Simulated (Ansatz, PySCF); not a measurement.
Species: sum formula SiAsH$_{4}$, net charge 0, doublet state. It need not be the lowest isomer of its formula. 
Geometry from a B3LYP-D3(BJ)/def2-TZVP (Ansatz, a first-principles code) optimisation:
```
Si
H 1 1.4898
H 1 1.4898 2 107.93
As 1 2.3749 2 108.49 3 117.37
H 4 1.5241 1 94.33 2 168.24
H 4 1.5241 5 93.15 1 94.58
```
Charge 0, spin multiplicity 2.

Total electronic energies in hartree. Cores are frozen in the correlated levels unless marked. UHF or UKS for open shells. No spin-orbit coupling. The frozen core is the preceding noble-gas configuration, with the filled d and f shells of earlier blocks. No relativistic terms. CBS(X,Y): correlation extrapolated as X^-3; Hartree-Fock from the larger set. The bracket is a focal-point correction in the basis named.

| level | program | energy (Eh) |
|---|---|---|
| HF/STO-3G | Ansatz | -2497.17077 |
| HF/def2-SVPD | Ansatz | -2525.05479 |
| RI-HF/def2-QZVPP | Ansatz | -2525.48685 |
| PBE-D3(BJ)/def2-TZVPD | Ansatz + dftd3 | -2527.24261 |
| BLYP-D4/def2-TZVPD | Ansatz + dftd4 | -2527.77838 |
| revPBE-D4/def2-TZVPD | Ansatz + dftd4 | -2527.50876 |
| M06-L/def2-TZVPD | PySCF | -2527.66600 |
| r2SCAN-D3(BJ)/def2-TZVPD | Ansatz + dftd3 | -2527.69617 |
| CAM-B3LYP-D4/def2-TZVPD | Ansatz + dftd4 | -2527.85720 |
| MP2/6-31G* | Ansatz | -2525.27205 |
| RI-MP2/def2-QZVPPD | Ansatz | -2525.75871 |
| SCS-MP2/6-31G | Ansatz | -2525.11104 |
| CCSD/def2-SVP | Ansatz | -2525.29365 |
| CCSD(T)/6-31G* | Ansatz | -2525.31692 |
| RI-MP2/CBS(def2-TZVPPD,def2-QZVPPD)+[CCSD(T)-MP2]/def2-TZVPPD | Ansatz | -2525.8251 |

Totals of different functionals don't rank their quality; only differences between species are comparable.
